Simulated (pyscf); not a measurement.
PySCF, gas phase, ωB97X-D3(BJ)/def2-SVP geometries. MP2 and CC: frozen core, UHF for open shells. ΔMP2 is the change of the MP2 total energy from the triple- to the quadruple-zeta basis. Singlets are restricted, triplets unrestricted.

Singlet (Å):
```xyz
4

As     0.9804    -0.0648    -0.4618
In    -0.3566     0.1355    -2.7615
H     -0.0152     0.9796     0.0449
H      0.0055    -1.2026    -0.1564
```

Triplet (Å):
```xyz
4

As     0.8281    -1.0215     0.1622
In     1.8207     1.3375    -0.6224
H      0.6304    -0.6168     1.6153
H     -0.6144    -0.6954    -0.1951
```

Question: For these two minima of H₂As–In, which spin state lies lower at CCSD(T)/def2-TZVPP + ΔMP2(QZVPP), and by how much (electronic energies)?

Answer: The singlet, by 1.95 eV. Zero-point energy shifts E(triplet) − E(singlet) by +0.01 eV. Other isomers of H₂As–In [singlet] were not searched in full and may lie lower. 

E(triplet) − E(singlet) by level (eV):

```csv
level,gap
ωB97X-D3(BJ)/def2-TZVP,+1.96
PBE/def2-TZVP,+1.83
r²SCAN/def2-TZVP,+1.73
B3LYP-D3(BJ)/def2-TZVP,+1.87
PBE0-D3(BJ)/def2-TZVP,+1.78
M06-2X/def2-TZVP,+1.70
ωB97M-D3(BJ)/def2-TZVP,+1.89
HF/def2-TZVP,+1.20
MP2/def2-QZVPP,+2.04
CCSD/def2-TZVPP,+1.82
CCSD(T)/def2-TZVPP,+1.86
CCSD(T)/def2-TZVPP + ΔMP2(QZVPP),+1.95
```

The triplet is the lowest one reached from the SCF start used. The CCSD(T) − MP2 part came from Ansatz, without density fitting, on the same reference. The frozen core leaves the outer d or s,p core shells of the metals and heavy elements correlated in the MP2 and CC values, and def2-TZVPP describes them poorly, which can shift differences by a few kcal/mol. Elements up to Kr have no core potential and no relativistic terms here. Elements past Kr carry the def2 core potentials, without spin-orbit coupling.
